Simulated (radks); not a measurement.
The numbers below are computed, except where a source is named.
Q: Ionisation of Re+, [Xe] 4f14 5d5 6s1, to Re2+, [Xe] 4f14 5d5, under several functionals. Dirac Kohn-Sham, spin-unpolarised, spherical densities, point nucleus; open shells are shared between the two j in proportion to 2j + 1; a radial shooting solver on a logarithmic mesh with Libxc functionals. The NIST Atomic Spectra Database gives 16.6 eV (semi-empirical). Rank these functionals by the error of their Delta-SCF ionisation energy: BLYP; B86b exchange with PBE correlation; Wu-Cohen GGA; LDA (Slater exchange, Perdew-Wang correlation); SOGGA; PBE; revPBE.

A: From best to worst: LDA (Slater exchange, Perdew-Wang correlation) 16.672 eV (+0.072); BLYP 16.391 eV (-0.209); B86b exchange with PBE correlation 16.355 eV (-0.245); Wu-Cohen GGA 16.354 eV (-0.246); PBE 16.325 eV (-0.275); SOGGA 16.213 eV (-0.387); revPBE 16.191 eV (-0.409). Spin polarisation and multiplet splitting are left out, so open shells lie too high by an amount that depends on their filling. Sharing an open shell by 2j + 1 raises it above the true ground level by a part of the spin-orbit splitting, which enters the differences from NIST.

Beside tabulated values, note that spin-unpolarised runs miss the spin-polarisation part of the exchange energy of open shells.
